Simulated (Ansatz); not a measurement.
The first iterations of a band of BClH₂OS (6 atoms, charge 0, multiplicity 1).

These are results of RKS CAM-B3LYP/STO-3G (Ansatz), not measurements.

```yaml
movable_images: 9
climbing_image: yes
spring: 2.0 to 10.0 eV/Å², energy-weighted
optimiser: quadratic models (default)
start_path: through a guess of the saddle point
force_threshold: 0.03 eV/Å
iteration_limit: 60
end_points: relaxed
```

First end point:

```xyz
6
Properties=species:S:1:pos:R:3
O 0.330 0.901 -0.599
B -0.223 -0.226 -0.086
S 0.332 -0.889 1.459
Cl -1.550 -1.064 -0.994
H -0.105 1.136 -1.482
H 1.258 0.078 1.655
```

Last end point:

```xyz
6
Properties=species:S:1:pos:R:3
O -0.225 0.807 -1.274
B -0.193 -0.060 -0.232
S 0.910 0.084 1.158
Cl -1.382 -1.417 -0.351
H 0.460 1.541 -1.150
H 0.471 -1.018 1.803
```

| iteration | highest image above the first end (eV) | largest band force component (eV/Å) |
| --- | --- | --- |
| 1 | 26.133 | 127.927 |
| 2 | 15.627 | 71.247 |
| 3 | 6.412 | 31.756 |
| 4 | 2.894 | 14.239 |
| 5 | 1.835 | 9.032 |
| 6 | 1.572 | 4.981 |
| 7 | 1.468 | 2.472 |
| 8 | 1.385 | 2.621 |

Does the band converge within its limit, and where does its top end?

The forces met the threshold. It ended after 25 iterations with the highest image 0.696 eV above the first end. The profile has 2 maxima (images 3, 7) with wells between them (image 5): this band takes more than one step, which may be the mechanism or a detour left from its start path. The order of the stationary point at the top wasn't checked. Limits of this set-up: minimal basis.

Time of the run: 4.4 min on 1 thread of Arm Neoverse V2, with other jobs on the host, peak memory 0.19 GiB.
